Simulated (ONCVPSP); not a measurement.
Potentials for Ge compared

Generated with ld1.x 7.5 (TM, RRKJ, ultrasoft, PAW), atompaw 4.2 or ONCVPSP 4.0.1. The cutoff is in Ry: for ld1.x and atompaw files where the sum of valence levels is converged to 10 mRy in a Bessel basis, for ONCV files where the hardest occupied wave has 1 mHa per electron of residual kinetic energy. The error is the largest all-electron minus pseudo excitation energy over each file’s own four to seven test configurations (ionisations up to +4, promotions, holes and added fractions of an electron), all of which were solved. The labels leave out finer settings (local radius, basis sizes, second energies), which also bear on the numbers. Spin-polarised tests are not counted. The rows are a selection from randomly drawn settings: files with unsolved tests, undetermined cutoffs or missed reference levels are left out.

A true bound ghost makes a file unfit for plane-wave use even where its test errors are small: the radial tests pick states by their node count and pass the ghost by.

| potential | cutoff (Ry) | largest error (meV) | bound ghosts |
| --- | --- | --- | --- |
| ONCV, PBE, scalar-relativistic, rc 1.45/2.35/1.15/1.80 (spdf), local smoothed, core correction yes, reference 3d10 4s2 4p2, qcut 4.1/4.2/13.7/5.6, projectors 2/2/2/2 | 155 | -46 | s |
| ONCV, PBE, fully relativistic, rc 0.85/1.05/0.95 (spd), local smoothed, core correction yes, reference 3s2 3p6 3d10 4s2 4p2, qcut 10.7/12.4/18.7, projectors 2/2/2 | 253 | +4.1 | none |
| ONCV, PW91, scalar-relativistic, rc 1.80/1.55/1.25 (spd), local smoothed, core correction yes, reference 3d10 4s2 4p1, qcut 3.6/5.3/11.1, projectors 2/1/2 | 114 | -42 | none |
| ONCV, PBE, fully relativistic, rc 1.45/1.85/1.20 (spd), local smoothed, core correction yes, reference 3d10 4s1.5 4p2.5, qcut 4.3/4.6/12.2, projectors 3/2/2 | 139 | +1.2 | s |
| ONCV, LDA (Perdew-Wang 92), scalar-relativistic, rc 1.05/0.85/1.20 (spd), local smoothed, core correction yes, reference 3s2 3p6 3d10 4s1 4p3, qcut 15.2/19.7/12.2, projectors 2/2/1 | 164 | -9.0 | none |

Task: Fill in the row for Ge: ONCV, LDA (Perdew-Wang 92), scalar-relativistic, rc 1.15/0.90/0.80 (spd), local smoothed, core correction yes, reference 3s2 3p6 3d10 4s2 4p1.5, qcut 13.2/13.6/20.8, projectors 3/2/2.

Result: cutoff 316 Ry, largest error -5.8 meV, bound ghosts: none.

Task: Fill in the row for Ge: ONCV, PBEsol, fully relativistic, rc 1.75/2.25 (sp), local smoothed, core correction yes, reference 4s1.5 4p2.5, qcut 3.7/4.1, projectors 1/2.

Result: cutoff 21 Ry, largest error -389 meV, bound ghosts: none.
